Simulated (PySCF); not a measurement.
**The third ionisation energy along the 5d series**

Calculated with PySCF 2.14 from differences of total energies of unrestricted determinants, without spin-orbit coupling. Values in eV. The last column holds reference values (NIST; (s) semi-empirical, (t) theoretical, else measured). Unmarked ones compare directly (S terms, centres of terms, or small fine structure); those marked * lie between the lowest fine-structure levels and include a spin-orbit shift.

| element | configurations | UHF | MP2 (valence) | SCS-MP2 (valence) | reference |
| --- | --- | --- | --- | --- | --- |
| Hf (cc-pVDZ-PP with ECP60MDF, ECP) | [Xe] 4f14 5d2 → [Xe] 4f14 5d1 | 21.518 | 21.576 | 21.537 | 22.55 ± 0.04 (t) * |
| Ta (cc-pVDZ-PP with ECP60MDF, ECP) | [Xe] 4f14 5d3 → [Xe] 4f14 5d2 | 23.157 | 23.362 | 23.225 | 23.1 ± 1.6 (t) * |
| W (cc-pVDZ-PP with ECP60MDF, ECP) | [Xe] 4f14 5d4 → [Xe] 4f14 5d3 | 24.785 | 25.167 | 24.912 | 26 ± 0.4 (s) * |
| Pt (cc-pVDZ-PP with ECP60MDF, ECP) | [Xe] 4f14 5d8 → [Xe] 4f14 5d7 | 29.178 | 30.411 | 30.415 | 29 ± 1.6 (t) * |
| Au (cc-pVDZ-PP with ECP60MDF, ECP) | [Xe] 4f14 5d9 → [Xe] 4f14 5d8 | 30.867 | 32.273 | 32.177 | 30 ± 1.6 (t) * |

"Valence" correlates the outer s and p shells and, in groups 3 to 12 and the f block, the outer d or f shell, open or full, or the next shell where the ion has no valence electron left; the wider scheme adds the next inner shell.
